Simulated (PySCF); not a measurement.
A structure optimised at PBE-D3(BJ)/def2-SVP, used in a PySCF frequency run:

```
N
H 1 1.0247
B 1 1.4102 2 116.51
F 3 1.3623 1 115.82 2 1.81
C 1 1.4519 2 114.22 3 -176.50
H 5 1.1084 1 108.16 2 -170.71
H 5 1.1140 6 105.87 1 -117.78
C 5 1.5305 6 109.78 7 -118.07
H 8 1.1088 5 110.75 6 -60.83
H 8 1.1092 9 108.40 5 -122.13
H 8 1.1102 9 107.62 10 -116.10
C 3 1.5773 4 118.06 1 -179.88
H 12 1.1068 3 115.14 4 -179.78
H 12 1.1107 13 107.99 6 118.16
H 12 1.1108 13 107.89 14 114.05
```
Charge 0, spin multiplicity 1.

Write its SMILES and formula.

CCNB(C)F, C3H9BFN

What are its rotational constants (standard atomic weights)?

6.1134, 1.8694, 1.5902 GHz
